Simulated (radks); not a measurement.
Values are calculated unless marked as measured or tabulated.
Zn10+, 20 electrons, occupied as [Ar] 3d2. Level of theory: scalar-relativistic Kohn-Sham, exchange-only LDA, spin-polarised, spherical densities, point nucleus; open shells are filled with parallel spins first (a radial shooting solver on a logarithmic mesh with Libxc functionals).

Radial electron density D(r) = 4 pi r^2 rho(r):

| r (bohr) | D(r) (e/bohr) | spin D(r) |
|---|---|---|
| 0.006584 | 7.408 | -0.000349 |
| 0.007423 | 8.904 | -0.000418 |
| 0.008437 | 10.76 | -0.000505 |
| 0.009589 | 12.89 | -0.000604 |
| 0.01081 | 15.15 | -0.000709 |
| 0.01229 | 17.80 | -0.000832 |
| 0.01385 | 20.50 | -0.000956 |
| 0.01575 | 23.52 | -0.00109 |
| 0.01775 | 26.39 | -0.00123 |
| 0.02018 | 29.37 | -0.00136 |
| 0.02275 | 31.92 | -0.00148 |
| 0.02586 | 34.20 | -0.00159 |
| 0.02916 | 35.75 | -0.00165 |
| 0.03314 | 36.64 | -0.00167 |
| 0.03736 | 36.66 | -0.00161 |
| 0.04246 | 35.85 | -0.00139 |
| 0.04826 | 34.36 | -0.000861 |
| 0.05441 | 32.64 | 0.000177 |
| 0.06185 | 30.94 | 0.00241 |
| 0.06973 | 29.93 | 0.00649 |
| 0.07925 | 29.94 | 0.0147 |
| 0.08936 | 31.20 | 0.0286 |
| 0.1016 | 33.79 | 0.0547 |
| 0.1145 | 36.91 | 0.0958 |
| 0.1301 | 40.11 | 0.167 |
| 0.1467 | 42.00 | 0.270 |
| 0.1668 | 41.89 | 0.433 |
| 0.1895 | 39.11 | 0.666 |
| 0.2137 | 34.32 | 0.959 |
| 0.2429 | 27.94 | 1.35 |
| 0.2739 | 22.18 | 1.79 |
| 0.3113 | 17.74 | 2.30 |
| 0.3509 | 15.95 | 2.77 |
| 0.3989 | 16.40 | 3.19 |
| 0.4497 | 17.96 | 3.42 |
| 0.5111 | 19.29 | 3.44 |
| 0.5763 | 19.06 | 3.21 |
| 0.655 | 16.81 | 2.74 |
| 0.7385 | 13.28 | 2.16 |
| 0.8394 | 9.018 | 1.51 |
| 0.954 | 5.269 | 0.941 |
| 1.076 | 2.748 | 0.535 |
| 1.222 | 1.156 | 0.254 |
| 1.378 | 0.4309 | 0.109 |
| 1.567 | 0.1226 | 0.0366 |
| 1.766 | 0.03060 | 0.0109 |
| 2.007 | 0.005454 | 0.00234 |
| 2.263 | 0.0008431 | 0.000433 |

D(r) has 3 maxima, at r = 0.0353, 0.155, 0.536 bohr, and minima at 0.0743, 0.362 bohr, inside which lie 2.08, 10.60 electrons.
